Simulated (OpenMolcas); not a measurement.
An atom or ion with 24 electrons was computed by SS-CASPT2, IPEA 0.25 Eh, imaginary shift 0.1 Eh with spin-orbit coupling (OpenMolcas, ANO-RCC-VQZP, DKH2). The lowest levels that the run gave, each within 12 % of the measured value where one is at hand:

```
J  Parity  E (cm⁻¹)      g
4    even       0.0  1.501
3    even       409  1.501
2    even       695  1.501
1    even       879  1.501
0    even       968       
2    even     19790  1.500
6    even     20440  1.167
5    even     20630  1.036
4    even     20770  0.808
1    even     21070  1.500
0    even     21610       
4    even     21940  1.239
```

Question: Which ion is it, and what are the configurations and terms?

Answer: Fe III (Z = 26, charge +2; active space 6 electrons in 10 orbitals (3d 4d)). J, parity and g give the terms where levels are pure, and mixed ones are named by the computed weights; the size of the splittings, set against known spectra of the 24-electron sequence, gives the charge. In order, with the measured energies in cm⁻¹ (Corliss and Sugar, J. Phys. Chem. Ref. Data 11, 135 (1982)): 3d⁶ ⁵D₄, 3d⁶ ⁵D₃ (436), 3d⁶ ⁵D₂ (739), 3d⁶ ⁵D₁ (932), 3d⁶ ⁵D₀ (1027), 3d⁶ ³P₂(1) (19405), 3d⁶ ³H₆ (20051), 3d⁶ ³H₅ (20301), 3d⁶ ³H₄ (20482), 3d⁶ ³P₁(1) (20688), 3d⁶ ³P₀(1) (21208), 3d⁶ ³F₄(1) (21462).

Term energies are means over components that CASPT2 splits; among the terms shown or strongly mixed into the levels shown the widest spread is 110 cm-1 (3d⁶ ³F(1)). Active for correlation alone: 4d; no level in the range computed is led by a configuration that fills it, so any true level of that kind is missing. Measured partners are found by configuration, term and J. A level has none where our copy of the source lacks it or the pairing is in doubt (some pairs that miss far off the trend of their configuration count as doubtful), and it then counts in no deviation. Levels of configurations outside the active space are missing.

A number in round brackets counts repeated terms of one configuration in the order of the reference energies.
